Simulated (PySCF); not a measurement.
Relaxation of singlet TeCl₅⁺

Method: PySCF, PBE0, basis Te def2-SVP with ECP28, Cl def2-SVP (scalar-relativistic core potentials, no spin–orbit coupling, density fitting). A (50,194) grid was used.

A hand-made square pyramidal start, of C4v symmetry, held to at least that symmetry:

```xyz
6
charge 1 multiplicity 1, angstrom
Te    0.0000    0.0000   -0.0445
Cl    0.0000    0.0000    2.2585
Cl    2.2527    0.0000   -0.5233
Cl    0.0000    2.2527   -0.5233
Cl   -2.2527    0.0000   -0.5233
Cl    0.0000   -2.2527   -0.5233
```

Optimiser trace:
```tsv
step	E − E(last) (kJ/mol)	largest gradient (Eh/bohr)
0	2.73	0.00883
1	0.20	0.00204
2	0.01	0.00068
3	0.00	0.00027
4	0.00	0.00005
```

It ends at C4v with Te–Cl 2.284 Å, Te–Cl 2.328 Å (×4); Cl–Te–Cl 87.8° (×4), Cl–Te–Cl 101.4° (×4), Cl–Te–Cl 157.3° (×2). A frequency run shows 1 imaginary mode, down to 33i cm⁻¹, so it is a saddle point. Other isomers or separated fragments may lie lower.

The relaxation took about 2.1 core-minutes on a shared host.
